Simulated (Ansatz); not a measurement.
One change: `FC(F)CBr` becomes `F[CH](F)[InH2]`.

Ansatz, PBE0-D4/def2-TZVP geometries, multiplicity 1. Each molecule was computed in one conformer, which needn't be the lowest.

Elements past krypton have def2 core potentials. Scalar relativity is left out up to krypton.

```tsv
property	`FC(F)CBr`
LUMO energy (PBE0/def2-TZVPP) / eV	-0.25
HOMO energy (B3LYP/def2-TZVPP) / eV	-7.96
HOMO energy (PBE0/def2-TZVPP) / eV	-8.22
size of the dipole moment (B3LYP/def2-TZVPP) / D	2.91
HOMO–LUMO gap (B3LYP/def2-TZVPP) / eV	7.42
size of the dipole moment (ωB97M-V/def2-TZVPP) / D	2.91
```

**Question.** What does the change do to each property? (Best estimate.)

**Answer.** The calculation gave: 
```
                                          property  `F[CH](F)[InH2]`  shift
                LUMO energy (PBE0/def2-TZVPP) / eV             -2.08  -1.83
               HOMO energy (B3LYP/def2-TZVPP) / eV             -7.25   0.71
                HOMO energy (PBE0/def2-TZVPP) / eV             -7.43   0.79
  size of the dipole moment (B3LYP/def2-TZVPP) / D              1.96  -0.95
             HOMO–LUMO gap (B3LYP/def2-TZVPP) / eV              4.86  -2.56
size of the dipole moment (ωB97M-V/def2-TZVPP) / D              2.02  -0.89
```

With PBE0 the HOMO rises by 0.79 eV and the LUMO falls by 1.83 eV, so the gap narrows by about 2.62 eV. PBE moves the HOMO by 0.80 eV and ωB97M-V by 0.85 eV. Dipoles are sizes alone; their direction can turn.

B3LYP here is the variant with VWN-RPA as its local correlation; programs differ in this.

Spin–orbit coupling is left out; it splits and shifts lone-pair levels of the heavy atoms by tenths of an eV.
